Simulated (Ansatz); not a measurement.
Reaction (cleavage of the B–B bond): `BB1CN1` + `C=CNC` → `BN(C)C=C` + `B1CN1`

Program: Ansatz. Geometries: PBE0-D4/def2-TZVP. ΔE: electronic, gas phase. CCSD(T)/CBS is the MP2 limit (def2-TZVPP, def2-QZVPP) plus CCSD(T) − MP2 in def2-TZVPP, frozen cores. This one scheme is used for every species. DFT in def2-TZVPP. HSE06 is defined as in plane-wave codes. Each species was taken in one conformer, which may not be the lowest.

`BB1CN1`:

Z-matrix (Å, degrees):
```
C
B 1 1.590
N 1 1.443 2 52.8
H 1 1.088 2 121.4 3 101.4
H 1 1.090 2 118.9 3 -105.3
B 2 1.632 1 146.8 3 176.0
H 3 1.003 1 134.0 2 -154.0
H 6 1.198 2 121.0 1 -76.7
H 6 1.197 2 122.0 1 98.7
```

`C=CNC`:

Z-matrix (Å, degrees):
```
C
N 1 1.442
H 1 1.092 2 109.3
H 1 1.099 2 113.8 3 -120.7
H 1 1.091 2 109.7 3 117.7
C 2 1.375 1 119.3 3 50.6
H 2 1.009 1 114.4 3 -169.0
C 6 1.334 2 127.0 1 151.7
H 6 1.088 2 113.2 1 -31.2
H 8 1.085 6 122.1 2 -3.4
H 8 1.081 6 120.2 2 175.0
```

`BN(C)C=C`:

```xyz
13

B     0.154    1.401   -1.268
N     0.070    0.315   -0.392
C     0.456   -1.026   -0.782
C    -0.394    0.473    0.914
C    -0.516   -0.484    1.830
H    -0.182    2.479   -0.877
H     0.558    1.219   -2.378
H    -0.391   -1.714   -0.694
H     1.263   -1.398   -0.143
H     0.797   -1.011   -1.814
H    -0.666    1.497    1.143
H    -0.258   -1.518    1.646
H    -0.892   -0.232    2.813
```

`B1CN1`:

```xyz
7

B     0.475   -0.795    0.233
C    -0.249    0.250   -0.674
N    -0.044    0.316    0.777
H     1.062   -1.797    0.459
H     0.310    0.963   -1.279
H    -1.272    0.095   -1.017
H    -0.283    0.968    1.500
```

(1) Is it downhill or uphill in electronic energy at CCSD(T)/CBS, and by how much? (An estimate is asked.)

(2) What do these levels give: PBE-D4, r2SCANh-D4, HSE06, MP2/def2-SVP, CCSD(T)/def2-SVP, SCS-MP2/def2-QZVPP? (Estimate.)

Largest T1 diagnostic among the species: 0.015.

Results:

(1) Ansatz gave: Downhill: ΔE = -1.69 eV.

(2) The calculation gave: PBE-D4 -1.51, r2SCANh-D4 -1.56, HSE06 -1.52, MP2/def2-SVP -1.85, CCSD(T)/def2-SVP -1.80, SCS-MP2/def2-QZVPP -1.73 eV.

The D4 term adds −0.06 eV with B3LYP and −0.03 eV with PBE0; it sums over pairs of atoms, weighted by their polarisabilities, and B3LYP, whose exchange is more repulsive, gets the larger term. From r2SCAN to r2SCAN0 (25 % exact exchange), in def2-TZVPP and without D4, ΔE moves by −0.04 eV.

B3LYP here is the variant with VWN-RPA as its local correlation; programs differ in this.
